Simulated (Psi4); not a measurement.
Pair of molecules, SMILES [CH3][Al]([CH3])[CH3] with SMILES O, pulled apart as rigid monomers along the line of their centres of mass from the B3LYP-D3(BJ)/def2-TZVP minimum (SMILES order as in the coordinates).
Starting geometry (charge 0, multiplicity 1):
```xyz
16

C      0.005     0.655    -1.102
Al     0.153    -0.071     0.736
C      1.933    -0.093     1.579
C     -1.158    -1.446     1.299
H      0.462    -0.026    -1.827
H      0.524     1.613    -1.224
H     -1.031     0.797    -1.429
H      1.880    -0.255     2.660
H      2.483     0.839     1.415
H      2.553    -0.899     1.172
H     -1.226    -1.548     2.388
H     -0.870    -2.434     0.924
H     -2.169    -1.261     0.920
O     -0.765     1.523     1.686
H     -1.560     1.243     2.157
H     -1.024     2.208     1.055
```

Calculation: SAPT0/jun-cc-pV(D+d)Z (Psi4 1.11).

```tsv
Al2···O14 (Å)	electrostatics (meV)	exchange (meV)	induction (meV)	dispersion (meV)	total
1.86	-2727.4	3225.6	-929.1	-341.9	-772.9
2.07	-1740.5	1707.6	-633.8	-245.0	-911.7
2.38	-939.8	656.7	-320.4	-147.4	-751.0
2.90	-400.6	132.6	-89.3	-62.7	-420.1
3.73	-145.0	(withheld)	-13.3	(withheld)	-166.6
```

### Question
Complete the blanks.

### Answer

- 3.73, exchange (meV): 9.2
- 3.73, dispersion (meV): -17.5
